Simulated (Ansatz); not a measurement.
Results of the Gaussian-basis code of Ansatz.

Basis-set series for C8H20InN, SMILES `C[CH](C)[In]([CH](C)C)[N](C)C`. The species carries charge 0 and has multiplicity 1. In takes the def2 core potential. All single points use the PBE0-D4/def2-TZVP geometry. It is one conformer, not always the lowest.

```csv
functional,basis,functions,energy (Eh),HOMO (eV),LUMO (eV)
PBE0-D4,def2-SVP,252,-561.04349,-5.50,-0.51
PBE0-D4,def2-QZVPP,1195,-561.47914,-5.60,-0.70
ωB97M-V,def2-SVP,252,-561.18957,-7.78,0.98
ωB97M-V,def2-QZVPP,1195,-561.65001,-7.88,0.47
```

(1) Give the rows for def2-TZVPP. (Best estimate.)

## Answers

(1) The calculation gave: 
| functional | basis | functions | energy (Eh) | HOMO (eV) | LUMO (eV) |
| --- | --- | --- | --- | --- | --- |
| PBE0-D4 | def2-TZVPP | 609 | -561.45597 | -5.57 | -0.66 |
| ωB97M-V | def2-TZVPP | 609 | -561.62705 | -7.86 | 0.61 |

Positive LUMOs are unbound and depend on the basis.
